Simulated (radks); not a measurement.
Results of a calculation; reference values are marked as such.
Initial-state core-level shifts of the platinum ion Pt3+ when its valence configuration changes from [Xe] 4f14 5d7. Code: a radial shooting solver on a logarithmic mesh with Libxc functionals. Model: scalar-relativistic Kohn-Sham, r2SCAN, spin-polarised, spherical densities, finite nucleus; open shells are filled with parallel spins first (spin-orbit coupling, left out, can overturn this in heavy ions); meta-GGA in the generalised Kohn-Sham scheme; Fermi nuclear charge, rms radius 5.427 fm. Shifts are changes of the shell-averaged eigenvalues in eV (positive: less bound); the change of the density at the nucleus, which sets a Mossbauer isomer shift, is in e/bohr^3, on a base of 2.116e+06.

| valence | 2s | 3p | 4d | 5s | density at nucleus |
|---|---|---|---|---|---|
| 4f14 5d5 6p2 | -11.757 | -11.616 | -11.512 | -10.763 | +43.1 |
| 4f14 5d6 6s1 | -4.349 | -4.277 | -4.230 | -3.904 | +257.0 |
| 4f14 5d5 6s2 | -8.918 | -8.762 | -8.658 | -7.900 | +499.3 |
| 4f14 5d5.5 6s1.5 | -6.647 | -6.534 | -6.459 | -5.927 | +376.9 |
| 4f14 5d6.5 6p0.5 | -2.949 | -2.921 | -2.898 | -2.739 | +9.7 |
| 4f13 5d5 6s2 6p1 | -29.271 | -30.773 | -27.336 | -18.447 | +695.4 |
| 4f13 5d7 6s1 | -18.234 | -19.919 | -16.665 | -8.769 | +389.4 |
| 4f13 5d6 6s1 6p1 | -24.341 | -25.950 | -22.611 | -14.279 | +422.3 |
| 4f14 5d6 6p1 | -5.883 | -5.822 | -5.775 | -5.439 | +20.0 |
